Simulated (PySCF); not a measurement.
Input of a run (PBE0-D3(BJ)/def2-SVP geometry optimisation, gas phase, def2 core potentials past Kr (PySCF 2.14.0)), started from GFN2-xTB:
```
{"job": {"xc": "PBE0", "basis": "def2-SVP", "d3": "d3bj", "grid": 1, "maxiter": 40, "shake": 0.03, "kind": "geom"}, "charge": 0, "multiplicity": 1}
Ta     0.061570    -0.078360    -0.371920
N     -0.016510    -0.023970     1.398000
C     -0.056720    -0.016150     2.779130
H      0.728830     0.813810     3.177450
H     -1.022140     0.104120     3.161510
H      0.387680    -0.942590     3.183670
C      2.209850    -0.003940    -1.021280
H      2.270760    -0.091840    -2.126000
H      2.750490    -0.798160    -0.524370
H      2.676130     0.927900    -0.731490
C     -1.116160     1.884580    -0.978730
H     -0.952180     2.024660    -2.066110
H     -0.790330     2.821480    -0.547580
H     -2.208890     1.844630    -0.771960
C     -1.109040    -1.918350    -1.028610
H     -2.091250    -1.934260    -0.566790
H     -0.536620    -2.760230    -0.787080
H     -1.241790    -1.836420    -2.100090
```

Output (energies in Eh, forces in Eh/bohr):
```
step   0  E = -270.97878494  max force = 0.084514
step   1  E = -271.00690141  max force = 0.023663
step   2  E = -271.00920081  max force = 0.018015
step   3  E = -271.00997161  max force = 0.002803
step   4  E = -271.01003710  max force = 0.001382
step   5  E = -271.01006603  max force = 0.000840
step   6  E = -271.01008508  max force = 0.000687
step   7  E = -271.01009374  max force = 0.000643
step   8  E = -271.01010178  max force = 0.000329
optimisation converged
```

**Question.** Summarise the run.

**Answer.** The energy falls by 82.2 kJ/mol over 9 energy and gradient evaluations, the largest force component goes from 0.0845 to 3.3e-04 Eh/bohr, and the atoms move by 0.105 Å rms after alignment. The bond that changes most is Ta1–C11 (ends: tantalum bonded to 3 C and N; carbon bonded to Ta and 3 H), which shortens by 0.203 Å. Bonds longer at the end by more than 0.005 Å: 8 of 17; shorter: 6. Among the angles that change most is H4–C3–H5, from 113.6° to 107.4°. The energy never rose by more than 1e-6 Eh on the way. The first step brought 90 % of the lowering.

**Question.** What are the final bond lengths?

**Answer.** Ta1–N2 1.765 Å, Ta1–C7 2.164 Å, Ta1–C11 2.165 Å, Ta1–C15 2.165 Å, N2–C3 1.416 Å, C3–H4 1.105 Å, C3–H5 1.105 Å, C3–H6 1.105 Å, C7–H8 1.108 Å, C7–H9 1.103 Å, C7–H10 1.105 Å, C11–H12 1.108 Å, C11–H13 1.103 Å, C11–H14 1.106 Å, C15–H16 1.103 Å, C15–H17 1.105 Å, C15–H18 1.108 Å. Numbering counts from 1 in the input's order; the species is `C[N]=[Ta]([CH3])([CH3])[CH3]` (Ta(NMe)Me3).

The run used 162 basis functions and 65 SCF cycles in all. Hardware: Intel Xeon Platinum 8375C at 2.90 GHz, one thread, no GPU (shared host). Cost: 2.3 min, 0.66 GiB resident at most.

Stationary, but not proved a minimum.
